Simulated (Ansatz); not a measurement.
Sr₅O₆⁻. Charge -1, multiplicity 2. Geometry PBE-D4/def2-SVP, that of the neutral singlet; atoms count from 1.

```
atom   x (Å)   y (Å)   z (Å)
 Sr1   1.352  -0.956   0.758
 Sr2  -0.833  -0.846  -2.004
 Sr3  -2.201  -0.954   1.154
 Sr4   3.025   0.840  -1.721
 Sr5  -0.859   1.948   0.076
  O6  -0.288   0.403   1.853
  O7   0.797   0.733  -1.226
  O8   3.410  -0.617  -0.247
  O9  -1.544   1.135   2.229
 O10  -2.302   0.372  -0.762
 O11  -0.558  -2.058  -0.109
```

In the def2 sets Sr takes a core potential; there is no spin–orbit coupling. The structure holds one bond between oxygen atoms, so isomers without such links may lie far lower. The highest occupied level of the charge -1 doublet lies above zero (up to 0.32 eV). By energy differences its removal costs 0.61 eV (vertical, to the charge 0 singlet, at PBE0-D4/def2-TZVP); self-interaction error and the lack of diffuse functions both raise the level. The structure comes from a short search, and lower isomers may exist.

Estimate the Mulliken populations from the PBE0/def2-TZVP orbitals of Ansatz.


```csv
atom,charge (e),spin (α − β)
Sr1,0.49,0.68
Sr2,1.37,-0.08
Sr3,0.74,0.40
Sr4,1.36,-0.08
Sr5,1.22,0.09
O6,-0.74,0.00
O7,-1.29,0.00
O8,-1.11,0.00
O9,-0.66,0.00
O10,-1.19,0.00
O11,-1.20,0.00
```
Mulliken values and Mayer orders depend strongly on the basis.

Where does the spin sit?

Summed by element: Sr 1.00, O 0.00, of 1 unpaired in all. Largest on single atoms: Sr1 0.68, Sr3 0.40, Sr5 0.09.

And the Mayer bond orders between bonded heavy atoms (over 0.3)?

Sr1–Sr3 0.52 (3.58 Å); Sr1–O8 0.67 (2.31 Å); Sr1–O11 0.37 (2.37 Å); Sr2–O7 0.31 (2.40 Å); Sr2–O10 0.44 (2.28 Å); Sr2–O11 0.52 (2.27 Å); Sr3–O10 0.49 (2.33 Å); Sr3–O11 0.49 (2.35 Å); Sr4–O7 0.33 (2.29 Å); Sr4–O8 0.86 (2.11 Å); Sr5–O10 0.47 (2.29 Å); O6–O9 0.78 (1.50 Å).
